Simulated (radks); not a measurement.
Problem. Species: Pt XXIX. Configuration: [Kr] 4d10 4f4 (the NIST ground configuration). All-electron calculation, non-relativistic Kohn-Sham, TPSS, spin-polarised, spherical densities, point nucleus; open shells are filled with parallel spins first (spin-orbit coupling, left out, can overturn this in heavy ions); meta-GGA in the generalised Kohn-Sham scheme; relativity is left out, which matters for an element this heavy. Program: a radial shooting solver on a logarithmic mesh with Libxc functionals. Some entries of the table are withheld. Estimate them.

orbital  occ.  eigenvalue (eV)  <r^2> (bohr^2)  <1/r> (bohr^-1)
1s down     1        -72146.44       0.0005033            77.47
1s up       1        -72146.43       0.0005033            77.47
2s up       1        -12796.08        0.007844            18.21
2s down     1        -12795.95        0.007843            18.21
2p up       3        -12327.06        0.005792            18.25
2p down     3        -12326.97        0.005792            18.25
3s up       1        -3709.631         0.04826            7.078
3s down     1        -3704.400         0.04818            7.086
3p up       3        -3491.336         0.04448            7.025
3p down     3        -3486.524         0.04439            7.034
3d up       5        -3086.013         0.03435            6.944
3d down     5        -3082.413         0.03427            6.951
4s up       1        -1442.631          0.2091            3.277
4s down     1        -1436.166          0.2096            3.269
4p up       3        -1347.019          0.2104            3.209
4p down     3        -1340.420          0.2111            3.200
4d up       5        -1173.444          0.2088              (1)
4d down     5        -1166.458          0.2098              (2)
4f up       4        -948.6358             (3)            2.865
4f down     0        -940.5026             (4)            2.858

Solution. 
(1) 4d up <1/r> (bohr^-1): 3.076
(2) 4d down <1/r> (bohr^-1): 3.067
(3) 4f up <r^2> (bohr^2): 0.1901
(4) 4f down <r^2> (bohr^2): 0.1917
